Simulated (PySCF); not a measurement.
Unrelated species, one level of theory. Computed with TDDFT wB97X-D/def2-SVPD, vertical, gas phase, core orbitals frozen in the response in PySCF. Geometries: GFN2-xTB; one conformer of each isolated species. Triplets are in the Tamm–Dancoff approximation. 'Strongest' means the level of largest summed f among the lowest 8 singlets; it needn't be the same kind of state in each.

**Question.** Rank by computed HOMO energy, lowest first.
A. `Cc1ccc(C(=O)Cl)o1`
B. `CO[C@@H]1O[C@@H]1F`
C. `CCS(=O)(=O)O`
D. `CSc1ccccn1`
E. `C#C[C@H](F)[SiH2]C(=C)C`
F. `[C@H]1(F)OCOC1`
G. `C=C[C@@H]1CCNC1`

**Answer.** C (-10.99 eV), B (-10.33 eV), F (-10.12 eV), E (-9.34 eV), A (-9.02 eV), G (-8.50 eV), D (-8.01 eV).

| SMILES | HOMO (eV) | S1 (eV) | first f ≥ 0.01 (nm) | LUMO (eV) | f (S1) | strongest (eV) | S1 mainly |
| --- | --- | --- | --- | --- | --- | --- | --- |
| CCS(=O)(=O)O | -10.99 | 8.26 | 144 | 1.54 | 0.008 | 8.58 | H→L (82%) |
| CO[C@@H]1O[C@@H]1F | -10.33 | 8.39 | 144 | 2.35 | 0.010 | 9.40 | H→L (73%) |
| F[C@@H]1COCO1 | -10.12 | 8.01 | 139 | 2.29 | 0.009 | 9.07 | H→L (79%) |
| C#C[C@H](F)[SiH2]C(=C)C | -9.34 | 5.74 | 188 | 1.29 | 0.004 | 6.94 | H→L+1 (36%) |
| Cc1ccc(C(=O)Cl)o1 | -9.02 | 4.76 | 257 | -0.38 | 0.000 | 4.82 | H-1→L (89%) |
| C=C[C@@H]1CCNC1 | -8.50 | 6.30 | 168 | 2.01 | 0.009 | 7.37 | H→L (62%) |
| CSc1ccccn1 | -8.01 | 4.83 | 257 | 0.90 | 0.067 | 5.32 | H→L (91%) |

H and L stand for HOMO and LUMO.

- `CCS(=O)(=O)O`: Löwdin shares by element: HOMO oxygen 92%, sulfur 5%; LUMO sulfur 34%, oxygen 20% or more, hydrogen 11% or more, carbon 7% or more (atoms not listed hold the other 28%).
- `CO[C@@H]1O[C@@H]1F`: Löwdin shares by element: HOMO oxygen 60%, carbon 18% or more (atoms not listed hold the other 22%); LUMO carbon 39% or more, hydrogen 21% or more (atoms not listed hold the other 40%).
- `F[C@@H]1COCO1`: Löwdin shares by element: HOMO oxygen 58%, carbon 12% or more, hydrogen 9% or more (atoms not listed hold the other 22%); LUMO carbon 47%, hydrogen 11% or more (atoms not listed hold the other 43%).
- `C#C[C@H](F)[SiH2]C(=C)C`: Löwdin shares by element: HOMO carbon 62% or more (atoms not listed hold the other 38%); LUMO carbon 56% or more, silicon 9% (atoms not listed hold the other 36%).
- `Cc1ccc(C(=O)Cl)o1`: Löwdin shares by element: HOMO carbon 70% or more (atoms not listed hold the other 30%); LUMO carbon 48% or more, oxygen 18% or more (atoms not listed hold the other 33%).
- `C=C[C@@H]1CCNC1`: Löwdin shares by element: HOMO nitrogen 60%, carbon 16% or more, hydrogen 6% or more (atoms not listed hold the other 19%); LUMO carbon 54% or more, hydrogen 7% or more (atoms not listed hold the other 39%).
- `CSc1ccccn1`: Löwdin shares by element: HOMO sulfur 48%, carbon 28% or more (atoms not listed hold the other 24%); LUMO carbon 52% or more, nitrogen 20% (atoms not listed hold the other 28%).
